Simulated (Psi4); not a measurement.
**A ladder of methods for ReHO4 (perrhenic acid)**

ReHO4 has 6 atoms, charge 0, and is taken as a singlet. SMILES: `[O]=[Re](=[O])(=[O])[OH]`. The shape was relaxed beforehand at PBE0/def2-TZVP.

Each level gives the HOMO–LUMO gap (eV). The values are calculated.

| level | kind | program | value (eV) | CPU time |
| --- | --- | --- | --- | --- |
| PBE-D4/def2-TZVPP (density fitting, core potential) | GGA | Psi4 | 4.54 | 39 s |
| r2SCAN-D4/def2-TZVPP (density fitting, core potential) | meta-GGA | Psi4 | 4.94 | 81 s |
| B3LYP-D4/def2-TZVPP (density fitting, core potential) | global hybrid | Psi4 | 6.38 | 36 s |
| PBE0-D4/def2-TZVPP (density fitting, core potential) | global hybrid | Psi4 | 6.88 | 34 s |
| wB97M-V/def2-TZVPP (density fitting, core potential) | range-separated hybrid | Psi4 | 11.39 | 91 s |

The values span 4.54 to 11.39 eV. Orbital gaps aren't excitation energies; they tend to grow with the share of exact exchange. CPU times are rough (shared hosts, several kinds of processor): they show what a rung costs within a factor of a few.
